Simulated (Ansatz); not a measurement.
Calculated with Ansatz (gas phase, PBE0-D4/def2-TZVP geometries, no zero-point term in ΔE). CCSD(T)/CBS is the MP2 limit (def2-TZVPP, def2-QZVPP) plus CCSD(T) − MP2 in def2-TZVPP, frozen cores. This one scheme is used for every species. DFT in def2-TZVPP. B3LYP here is the variant with VWN-RPA as its local correlation; programs differ in this. Each species was taken in one conformer, which may not be the lowest.

`CC(F)C(F)F` + `[OH][Al]([F])[SH]` → `C[O][Al]([F])[SH]` + `FCC(F)F`  (substitution at a C–C bond)

`CC(F)C(F)F`:

Z-matrix (Å, degrees):
```
C
C 1 1.504
H 1 1.090 2 109.7
H 1 1.091 2 110.0 3 119.5
H 1 1.090 2 110.5 3 -120.3
F 2 1.384 1 110.1 3 60.8
C 2 1.517 1 113.7 3 -179.4
H 2 1.096 1 111.4 3 -58.2
F 7 1.357 2 108.9 1 68.2
F 7 1.352 2 111.1 1 -50.3
H 7 1.094 2 112.1 1 -171.3
```

`[OH][Al]([F])[SH]`:

Z-matrix (Å, degrees):
```
Al
F 1 1.641
S 1 2.167 2 118.8
O 1 1.679 2 118.1 3 -180.0
H 3 1.345 1 92.0 2 -0.0
H 4 0.955 1 125.1 2 179.9
```

`C[O][Al]([F])[SH]`:

```xyz
9

C    -1.699    0.051   -0.595
O    -0.443   -0.463   -0.257
Al    1.008    0.056    0.373
F     1.255    1.626    0.803
S     2.603   -1.379    0.628
H    -1.780    1.124   -0.389
H    -1.891   -0.109   -1.661
H    -2.478   -0.467   -0.028
H     3.426   -0.439    1.126
```

`FCC(F)F`:

Z-matrix (Å, degrees):
```
C
C 1 1.509
F 1 1.372 2 109.3
H 1 1.093 2 109.4 3 -119.5
H 1 1.093 2 109.5 3 119.8
F 2 1.356 1 108.3 3 173.8
F 2 1.352 1 110.4 3 -68.3
H 2 1.095 1 113.0 3 53.0
```

| level | ΔE (kcal/mol) | difference from CCSD(T)/CBS |
| --- | --- | --- |
| PBE-D4 | 17.9 | -1.6 |
| r2SCAN-D4 | 18.9 | -0.6 |
| PBE0-D4 | 18.2 | -1.3 |
| B3LYP-D4 | 16.6 | -2.9 |
| ωB97X-V | 17.9 | -1.6 |
| ωB97M-V | 18.8 | -0.7 |
| B2PLYP | 17.4 | -2.1 |
| PBE | 17.5 | -2.0 |
| r2SCAN | 18.9 | -0.6 |
| PBE0 | 17.9 | -1.6 |
| B3LYP | 16.0 | -3.5 |
| HF/def2-TZVPP | 14.8 | -4.7 |
| MP2/def2-TZVPP | 19.9 | 0.4 |
| SCS-MP2/def2-TZVPP | 18.2 | -1.3 |
| CCSD/def2-TZVPP | 18.3 | -1.2 |
| CCSD(T)/def2-TZVPP | 18.8 | -0.7 |
| HF/def2-QZVPP | 14.7 | -4.8 |
| MP2/def2-QZVPP | 20.3 | 0.8 |
| SCS-MP2/def2-QZVPP | 18.6 | -0.9 |
| HF/CBS(def2) | 14.7 | -4.8 |
| MP2/CBS(def2) | 20.7 | 1.2 |
| CCSD/CBS(def2) | 19.0 | -0.5 |
| CCSD(T)/CBS | 19.5 | 0 |

Largest T1 diagnostic among the species: 0.012.

In def2-TZVPP, CCSD(T) changes the Hartree–Fock value by +3.9 kcal/mol (the triples alone add +0.4 kcal/mol) and MP2 by +5.1 kcal/mol.
